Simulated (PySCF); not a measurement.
C₅H₁₀OSi.
Atom-mapped SMILES: `[SiH3:1][O:2]/[CH:3]=[CH:4]\[CH:5]1[CH2:6][CH2:7]1` (hydrogens: H8, H9, H10 on Si1; H11 on C3; H12 on C4; H13 on C5; H14, H15 on C6; H16, H17 on C7)

Geometry (PBE0-D3(BJ)/def2-SVP, Å), atoms numbered from 1 in this order:
```xyz
17
C5H10OSi angstrom
Si     3.1264    0.5088   -0.5641
O      1.5523    0.0156   -0.2800
C      1.1747   -1.0167    0.5178
C     -0.0650   -1.1344    1.0050
C     -1.1565   -0.1740    0.7732
C     -2.1757    0.0867    1.8551
C     -2.5764   -0.6625    0.6264
H      3.0487    1.5132   -1.6559
H      3.9602   -0.6619   -0.9764
H      3.7265    1.1176    0.6613
H      1.9418   -1.7732    0.7290
H     -0.2769   -2.0168    1.6169
H     -0.8720    0.6826    0.1566
H     -2.0727   -0.4717    2.7899
H     -2.5308    1.1125    1.9840
H     -2.7506   -1.7389    0.7114
H     -3.2126   -0.1630   -0.1089
```

Linear response at B3LYP/def2-SVPD (PySCF, frozen core in the response, non-relativistic). One conformer (not necessarily the lowest) at the PBE0-D3(BJ)/def2-SVP geometry, without solvent, vibrations or thermal averaging.

Static isotropic polarisability: 95.05 au (14.09 Å³), principal values 76.3, 81.5, 127.4 au.

(1) What is the polarisability at 1064 nm and at the sodium D line?

(2) What is the isotropic C6 coefficient between two such molecules, C6 = (3/π)∫α(iω)² dω?

(3) Which effective excitation energy ω̄ makes London's formula C6 = (3/4)α²ω̄ exact here?

(4) How anisotropic is the static polarisability, by Δα² = ½[(α1 − α2)² + (α2 − α3)² + (α3 − α1)²]?

(5) How many electrons N does the Slater–Kirkwood formula C6 = (3/4)·√N·α^(3/2) need to give this C6?

(6) The lowest 10 singlets have (eV, f): 5.05, 0.001; 5.86, 0.076; 5.95, 0.194; 6.08, 0.147; 6.19, 0.073; 6.43, 0.028; 6.76, 0.001; 6.95, 0.063; 7.08, 0.120; 7.37, 0.037. What share of the static polarisability do they carry in the sum over states α = Σ f/ω²?

(7) What three-body coefficient follows from the one-pole estimate C9 = (3/4)·α·C6?

## Answers

(1) 96.18 au at 1064 nm (+1.2 %), 98.92 au at 589.3 nm (+4.1 %). The rise at 589.3 nm is 3.44 times that at 1064 nm; a pure ω² law gives 3.26. The lowest singlet lies at 246 nm, shorter than both wavelengths.

(2) 3315 au (Eh·bohr⁶) by a ten-point quadrature over imaginary frequencies, which is 1980 eV·Å⁶ or 191 J·nm⁶/mol.

(3) ω̄ = 4·C6/(3α²) = 0.489 Eh = 13.3 eV. A one-pole form α(ω) = α/(1 − ω²/ω̄²) fitted to the 1064 nm value gives 10.8 eV. London's choice of the ionisation energy (8.10 eV, ΔSCF at the same level) gives C6 = 2020 au, 39 % too low.

(4) Δα = 48.7 au, or 0.51 of the isotropic value.

(5) N = (4·C6/3)²/α³ = 22.7; the species has 62 electrons in all.

(6) 13.85 au, 14.6 % of α; the largest term, 4.05 au, is that of the state at 5.95 eV. Their oscillator strengths add up to 0.74. Higher states carry the rest.

(7) 236000 au. This is an estimate from the two numbers above, not a computed integral.
